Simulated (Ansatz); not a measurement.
ditellurium (Te2), triplet, at a GFN2-xTB geometry (all electrons, no relativity); Ansatz (a program for electronic structure) with PBE/STO-3G.

Input for Ansatz:
Ansatz 0.2 input:
```yaml
crystal:
  periodic: [false, false, false]
  atoms:
    - {symbol: Te, position_ang: [-0.00000000, -0.00000000, -1.30099916]}
    - {symbol: Te, position_ang: [0.00000000, 0.00000000, 1.30099916]}
basis:
  gaussian:
    orbitals: STO-3G
hamiltonian:
  xc: pbe
magnetization: {spin_polarized: true, initial_magnetization: 2}
```

Write the output that Ansatz gives for this input, abridged.


```
Functional definition: PBE
638 factors; their error is unknown
mean field evaluation 1: about -356394.7488 eV, gradient 1.9e0 eV
mean field evaluation 2: about -356394.8044 eV, gradient 6.8e-1 eV
mean field evaluation 4: about -356394.7410 eV, gradient 1.4e-2 eV
mean field evaluation 8: about -356394.7410 eV, gradient 4.3e-5 eV
mean field -356394.74104358 eV, -13097.2651603197 hartree, gradient 3.5e-7 eV, S^2 2.000360; 0 other end points of the search recorded, 0 dependent functions left out
reference -356394.74106144 eV, -13097.2651609759 hartree; 53, 51 occupied and 1, 3 virtual orbitals, 638 factors
Total energy: -356394.74106144 eV, -13097.2651609759 hartree
```
